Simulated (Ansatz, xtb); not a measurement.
Two isomers of AlFH4NP

Structure X: `[F][AlH][NH]P`, a singlet. Structure Y: `[NH2][Al]([F])[PH2]`, a singlet. Both are isolated molecules in the gas phase, relaxed with B3LYP-D3(BJ)/def2-SVP; the shapes shown needn't be the lowest conformers.

X (Å):

```yaml
atoms:
  - { symbol: Al, position_ang: [-2.4608, -0.0061, -1.3918] }
  - { symbol: F, position_ang: [-4.0901, 0.1322, -1.7181] }
  - { symbol: N, position_ang: [-1.7306, 1.2091, -0.3126] }
  - { symbol: P, position_ang: [-0.0898, 1.3803, 0.2422] }
  - { symbol: H, position_ang: [-1.6233, -1.1704, -2.0224] }
  - { symbol: H, position_ang: [-2.3149, 1.9478, 0.0733] }
  - { symbol: H, position_ang: [0.2009, 0.0328, 0.6412] }
  - { symbol: H, position_ang: [0.6282, 1.2163, -0.9895] }
```

Y (Å):

```xyz
8

Al   -2.3699   -0.0029   -0.5175
F    -3.6474   -0.8009    0.2055
N    -2.2465    1.7375   -0.2498
P    -0.8004   -1.2409   -1.7073
H    -2.8889    2.2808    0.3201
H    -1.5333    2.3425   -0.6450
H    -0.5752   -0.1751   -2.6365
H    -1.8171   -1.8510   -2.5082
```

Q: Estimate which is lower in electronic energy at CCSD(T)/def2-TZVP, and by roughly how much.

A: The CCSD(T)/def2-TZVP calculation puts structure Y lower, by 16.5 kcal/mol.

How the difference moves with the method:

| level | geometry | E(Y) − E(X) (kcal/mol) | departure from the last row (kcal/mol) | job, with rough time for the two |
| --- | --- | --- | --- | --- |
| GFN2-xTB | GFN2-xTB | +9.1 | +25.6 | optimisation, 0.19 s |
| HF/STO-3G | GFN2-xTB | −8.9 | +7.5 | single point, 0.2 s |
| r2SCAN-D4/def2-SVP | GFN2-xTB | −19.6 | −3.1 | single point, 2.7 s |
| B3LYP-D3(BJ)/def2-SVP | B3LYP-D3(BJ)/def2-SVP | −16.3 | +0.2 | optimisation, 39 s |
| HF/def2-TZVP | B3LYP-D3(BJ)/def2-SVP | −13.5 | +3.0 | part of the CCSD(T) run |
| MP2/def2-TZVP | B3LYP-D3(BJ)/def2-SVP | −16.3 | +0.1 | part of the CCSD(T) run |
| CCSD(T)/def2-TZVP | B3LYP-D3(BJ)/def2-SVP | −16.5 |  | single point, 54 s |

As drawn, Y has 1 Al–P, 1 N–H in place of 1 N–P, 1 Al–H.

GFN2-xTB puts the two in the other order. The largest departure from CCSD(T)/def2-TZVP is that of GFN2-xTB, 25.6 kcal/mol.

With harmonic frequencies from B3LYP-D3(BJ)/def2-SVP (ideal gas, rigid rotor, one conformer each, 298.15 K, 1 atm): the zero-point term adds +1.1 kcal/mol; ΔH is −15.1 and ΔG −15.4 kcal/mol.

The correlated steps freeze 12 core orbitals. Mirror images aren't counted in ΔG. Programs: Ansatz 0.2.0, xtb 6.7.1; the last row on 2 threads of Arm Neoverse V2 on a shared host.
